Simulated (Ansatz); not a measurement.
Isolated molecules relaxed with PBE0-D4/def2-TZVP in Ansatz; ΔE leaves out vibrations. CCSD(T)/CBS is the MP2 limit (def2-TZVPP, def2-QZVPP) plus CCSD(T) − MP2 in def2-TZVPP, frozen cores. This one scheme is used for every species. DFT in def2-TZVPP. One conformer a species, not always the lowest.

`NBO[SiH2]F` + `N[SiH](O)O` → `O[SiH](O)N[SiH2]F` + `NBO`  (ligand exchange at the Si–O bond)

```tsv
level	ΔE (kJ/mol)	difference from CCSD(T)/CBS
PBE-D4	27.3	-7.6
PBE0-D4	29.5	-5.4
ωB97X-V	33.0	-1.9
ωB97M-V	32.1	-2.8
B2PLYP	38.3	3.4
PBE	30.9	-4.0
CCSD(T)/def2-TZVPP	34.7	-0.2
SCS-MP2/def2-QZVPP	37.8	2.9
HF/CBS(def2)	49.2	14.3
CCSD/CBS(def2)	37.0	2.1
CCSD(T)/CBS	34.9	0
```

Largest T1 diagnostic among the species: 0.012.

The D4 term adds −5.7 kJ/mol with B3LYP and −3.1 kJ/mol with PBE0; it sums over pairs of atoms, weighted by their polarisabilities, and B3LYP, whose exchange is more repulsive, gets the larger term. In def2-TZVPP, CCSD(T) changes the Hartree–Fock value by −13.2 kJ/mol (the triples alone add −2.0 kJ/mol) and MP2 by −13.5 kJ/mol.

B3LYP here is the variant with VWN-RPA as its local correlation; programs differ in this.
